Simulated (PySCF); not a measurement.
Species: C8H7FO.
SMILES with atom numbers: `[CH3:1][c:2]1[cH:3][cH:4][cH:5][c:6]([C:7](=[O:8])[F:9])[cH:10]1` (hydrogens: H11, H12, H13 on C1; H14 on C3; H15 on C4; H16 on C5; H17 on C10)

Structure used (PBE0-D3(BJ)/def2-SVP), in Å, numbered top down from 1:
```xyz
17
C8H7FO angstrom
C     -2.436   -0.767    0.158
C     -1.086   -0.127    0.018
C     -0.967    1.229   -0.320
C      0.278    1.838   -0.457
C      1.443    1.102   -0.258
C      1.342   -0.250    0.081
C      2.536   -1.088    0.308
O      2.565   -2.235    0.614
F      3.678   -0.406    0.130
C      0.086   -0.855    0.217
H     -3.007   -0.698   -0.781
H     -2.352   -1.830    0.424
H     -3.032   -0.269    0.938
H     -1.873    1.820   -0.480
H      0.341    2.896   -0.720
H      2.425    1.564   -0.361
H      0.047   -1.914    0.483
```

Computed with PySCF at CAM-B3LYP/def2-SVPD, non-relativistic, on one gas-phase PBE0-D3(BJ)/def2-SVP geometry that isn't relaxed in the solvent. The solvent is an IEF-PCM continuum (cavity from Bondi-type radii × 1.2), and excitations are vertical TDDFT with non-equilibrium linear response and a frozen core. The model holds no explicit solvent molecules, cavitation or dispersion.

| run | E − E(gas) (kcal/mol) | HOMO (eV) | HOMO–LUMO gap (eV) | dipole (D) | lowest singlet (eV) | static polarisability (au) |
| --- | --- | --- | --- | --- | --- | --- |
| gas | 0.00 | -8.84 | 7.95 | 4.26 | 4.89 | 96.4 |
| P | -4.45 | -8.64 | 7.79 | 5.31 | 4.76 | 128.0 |
| Q | -3.74 | -8.66 | 7.81 | 5.14 | 4.78 | 122.0 |

The runs were made in chloroform and dichloromethane. Which run belongs to which solvent?

P = dichloromethane, Q = chloroform. The dielectric constants are 4.711 (chloroform), 8.93 (dichloromethane), and the energy falls further as ε rises. The optical constants n² used for the excitations are 2.09, 2.03 in the same order. In this model the ground state sees the solvent through ε alone.

How constant is the ratio of the lowering to (ε − 1)/(2ε + 1)?

| solvent | (ε − 1)/(2ε + 1) | E − E(gas) (kcal/mol) | ratio (kcal/mol) | polarisation term (kcal/mol) |
| --- | --- | --- | --- | --- |
| chloroform | 0.356 | -3.74 | -10.5 | -4.20 |
| dichloromethane | 0.420 | -4.45 | -10.6 | -5.12 |

The ratio changes by +0.9 % in size from chloroform to dichloromethane. The polarisation term is half the interaction of the solute with the induced surface charges.
